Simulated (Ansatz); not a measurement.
A run for Ansatz (a program for electronic structure): R-PBE/def2-TZVPP on BrH2InO (SMILES [OH][InH][Br]), a point of a torsion scan. Elements past Kr take the def2 small-core potentials; no spin–orbit coupling.

Ansatz 0.2 input:
```yaml
crystal:
  periodic: [false, false, false]
  atoms:
    - {symbol: O, position_ang: [-1.44622810, -0.29689676, -0.37779922]}
    - {symbol: In, position_ang: [0.29764888, 0.44623669, -0.75850577]}
    - {symbol: Br, position_ang: [0.90568373, 2.31642290, 0.72707993]}
    - {symbol: H, position_ang: [-1.64869918, -0.67226200, 0.47771705]}
    - {symbol: H, position_ang: [1.12534721, -0.08121353, -2.12592008]}
basis:
  gaussian:
    orbitals: def2-TZVPP
hamiltonian:
  xc: {name: PBE}
scf: {lower_state_search: off}
```

Program output:

```
WARN ansatz: RAYON_NUM_THREADS=1 ignored (pool sized by the plan → 1); use --threads N
Functional definition: PBE
these checks for a lower state are left out or cut short: stability, starts, cluster_reference, orbital_swaps, neighbouring_geometries, increment
integrals: 0.07 GiB planned
1033 factors; their error is unknown
mean field: 0.50 GiB planned
mean field evaluation 1: about -77280.8358 eV, gradient 7.2e1 eV
mean field evaluation 2: about -77141.5471 eV, gradient 2.0e2 eV
mean field evaluation 4: about -77288.7033 eV, gradient 2.2e1 eV
mean field evaluation 8: about -77289.7507 eV, gradient 1.4e-1 eV
mean field evaluation 16: about -77289.7246 eV, gradient 1.4e-4 eV
mean field -77289.72459334 eV, -2840.3449899485 hartree, gradient 8.4e-6 eV, S^2 0.000000; 0 other end points of the search recorded, 0 dependent functions left out
reference -77289.72464610 eV, -2840.3449918873 hartree; 33, 33 occupied and 124, 124 virtual orbitals, 1033 factors
Total energy: -77289.72464610 eV, -2840.3449918873 hartree
Checks for a lower state left out: stability, starts, cluster_reference, orbital_swaps, neighbouring_geometries, increment
```

Self-consistency was reached.

Cost: very roughly 1.6 core-seconds.
